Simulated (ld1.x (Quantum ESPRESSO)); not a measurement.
As: excitation energies, all-electron against PAW

- Element: As
- Generator: ld1.x (Quantum ESPRESSO) 7.5
- Type: PAW
- Functional: PBEsol
- Relativity: non-relativistic
- Frozen core: [Ar] 3d10
- Valence charge: 5
- Reference configuration: 4s2 4p3
- Partial waves: 4s (bound): rcut 1.40, rcutus 1.85 bohr; 4s channel at -0.15 Ry: rcut 1.40, rcutus 1.85 bohr; 4p (bound): rcut 1.45, rcutus 1.95 bohr; 4p channel at 2.1 Ry: rcut 1.45, rcutus 1.95 bohr; 4d channel at 0.45 Ry: rcut 1.35, rcutus 1.85 bohr; 4d channel at 3.25 Ry: rcut 1.35, rcutus 1.85 bohr
- Local potential: all-electron potential smoothed inside 1.75 bohr (lloc = -1)
- Core correction: Bessel-smoothed model core inside 1.40 bohr
- Augmentation charge: PSQ, radius 1.45 bohr

Energies are relative to the spin-unpolarised reference configuration 4s2 4p3; without spin polarisation the order of configurations can differ from experiment.

```
valence configuration  charge  ΔE all-electron (eV)  error AE − PS (meV)
              4s2 4p2      +1                 9.188                 -3.5
              4s2 4p1      +2                27.137                  -31
              4s1 4p0      +4               104.690                 -484
              4s1 4p3      +1                18.773                  -18
              4s1 4p4       0                 8.932                 -6.0
            4s2 4p2.5    +0.5                 3.575                 -0.5
```

(1) What are ΔE and the potential's error for 4s2 4p0?

Levels in the configuration 4s2 4p2.5:

```
level  all-electron (eV)  pseudo (eV)
   4s            -18.291      -18.297
   4p             -9.131       -9.134
```

Answers

(1) ΔE = 54.831 eV all-electron; the error (AE − PS) is -129 meV.
